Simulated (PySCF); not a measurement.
How good is the calculation?

Geometry:
| atom | x (Å) | y (Å) | z (Å) |
| --- | --- | --- | --- |
| N1 | -2.695 | 0.182 | 0.128 |
| C2 | -1.328 | 0.035 | 0.051 |
| C3 | -0.753 | -1.140 | -0.463 |
| C4 | 0.626 | -1.309 | -0.498 |
| C5 | 1.463 | -0.304 | -0.020 |
| Br6 | 3.339 | -0.530 | -0.069 |
| C7 | 0.916 | 0.871 | 0.493 |
| C8 | -0.463 | 1.037 | 0.527 |
| H9 | -3.254 | -0.405 | -0.475 |
| H10 | -3.050 | 1.124 | 0.223 |
| H11 | -1.401 | -1.938 | -0.837 |
| H12 | 1.052 | -2.229 | -0.902 |
| H13 | 1.570 | 1.661 | 0.867 |
| H14 | -0.882 | 1.961 | 0.935 |

What is known from experiment: δ $^{13}$C C5 110.4 ppm (measured; solution, CDCl3; Viesser, Ducati, Tormena, Autschbach, PCCP 2018 (ESI)).
δ $^{13}$C C5 106.0 ppm (measured; solution, DMSO-d6; Viesser, Ducati, Tormena, Autschbach, PCCP 2018 (ESI)).

- geometry from PBE0-D3(BJ)/def2-SVP
- PBE0/pcSseg-1 with gauge-including orbitals
- code: PySCF
- one computed conformer, non-relativistic Hamiltonian, no solvent model, rapidly exchanging positions averaged

Question: Set the calculated values beside the experiment.

Answer: 
Reference values: measured (solution, CDCl3; Viesser, Ducati, Tormena, Autschbach, PCCP 2018 (ESI)).
```csv
atoms,quantity,reference,computed,"computed, scaled"
C5,δ $^{13}$C,110.4,127.0,108.9
```

Reference values: measured (solution, DMSO-d6; Viesser, Ducati, Tormena, Autschbach, PCCP 2018 (ESI)).
```tsv
atoms	quantity	reference	computed	computed, scaled
C5	δ $^{13}$C	106.0	127.0	108.9
```

Computed shifts are σ(ref) − σ with the named reference compound (TMS for H and C) calculated as an isolated molecule at the same level. The measured values may be among those fitted. Scaled to experiment by linear calibration (H and C: mostly CDCl3 data, vs TMS): $^{13}$C: δ = 177.62 − 0.967σ -13.2 per attached Br (rms 1.9 ppm, 903 shifts, 2.3 ppm with the 23 outliers that the fit left out). Occasional misses reach two or three times the rms, and more in compound classes unlike the fitted ones.

Question: How far are the unscaled $^{13}$C shifts from the references?

Answer: Mean signed difference +18.80 ppm, mean absolute 18.80 ppm over 2 comparisons; the largest is +21.0 ppm at C5 (aromatic carbon bearing bromine).

The calculation has no spin–orbit term, so carbons bonded to Br come out too deshielded (the heavy-atom effect is absent).
